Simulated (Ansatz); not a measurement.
OsO3(NH) (OsNO3H). Charge 0, multiplicity 3. Geometry PBE0-D4/def2-SVP, that of the neutral singlet; atoms count from 1.

Cartesian coordinates in Å:
```
Os -0.165 0.394 -0.149
O 0.898 1.651 0.281
O -0.332 0.353 -1.843
O -1.686 0.677 0.560
N 0.457 -1.100 0.399
H 0.828 -1.975 0.751
```

In the def2 sets Os takes a core potential; there is no spin–orbit coupling. At PBE0-D4/def2-TZVP a singlet of charge 0 lies 3.04 eV below the triplet at the same geometry.

(1) Estimate the Mulliken populations from the PBE0/def2-TZVP orbitals of Ansatz.

(2) Where does the spin sit?

(3) And the Mayer bond orders between bonded heavy atoms (over 0.3)?

## Answers

(1) 
| atom | charge (e) | spin (α − β) | d electrons |
| --- | --- | --- | --- |
| Os1 | 1.47 | 0.36 | 5.45 |
| O2 | -0.37 | 0.53 | – |
| O3 | -0.45 | 0.14 | – |
| O4 | -0.45 | 0.13 | – |
| N5 | -0.49 | 0.87 | – |
| H6 | 0.30 | -0.03 | – |
Mulliken values and Mayer orders depend strongly on the basis.

(2) Summed by element: Os 0.36, O 0.80, N 0.87, H -0.03, of 2 unpaired in all. Largest on single atoms: N5 0.87, O2 0.53, Os1 0.36.

(3) Os1–O2 1.54 (1.70 Å); Os1–O3 1.70 (1.70 Å); Os1–O4 1.70 (1.70 Å); Os1–N5 1.31 (1.71 Å).
